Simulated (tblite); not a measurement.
Question: Write Cartesian coordinates for `C=CCP(C)(C)=O` as optimised with GFN2-xTB.

Answer: 
```xyz
18
C5H11OP angstrom
C      2.398    0.155    0.401
C      1.489   -0.710   -0.012
C      0.768   -0.608   -1.306
P     -0.959    0.037   -1.155
C     -1.783   -1.009    0.104
C     -0.793    1.687   -0.376
O     -1.659    0.061   -2.446
H      2.890    0.055    1.353
H      2.690    0.999   -0.203
H      1.220   -1.553    0.611
H      1.273    0.072   -1.998
H      0.671   -1.582   -1.793
H     -2.808   -0.655    0.205
H     -1.281   -0.969    1.065
H     -1.806   -2.032   -0.267
H     -0.212    1.644    0.539
H     -0.314    2.350   -1.094
H     -1.793    2.064   -0.169
```

Orientation and origin are arbitrary. Atoms count from 1 in this order. The C–C distances run from 1.321 Å (C1=C2, drawn double) to 1.485 Å (C2–C3, drawn single), a spread of 0.164 Å. Of the pairs four or more bonds apart, C2···H16 is among the closest relative to their van der Waals radii: 2.96 Å, 102 % of the sum of Bondi's values. P4 (phosphoryl phosphorus) is distorted tetrahedral (angles from 105.2° to 113.7°).

Bonds between heavy atoms (Å): C1=C2 1.321, C2–C3 1.485, C3–P4 1.850, P4–C5 1.833, P4–C6 1.832, P4=O7 1.469.

The geometry is computed with GFN2-xTB (gas phase).

Point group: C1 (no symmetry element, even within 0.4 Å). Its GFN2-xTB frequencies are all real (lowest 46 cm⁻¹). The numbers are those of one conformer (C1–C2–C3–P4 -102°, C2–C3–P4–C5 -53°).
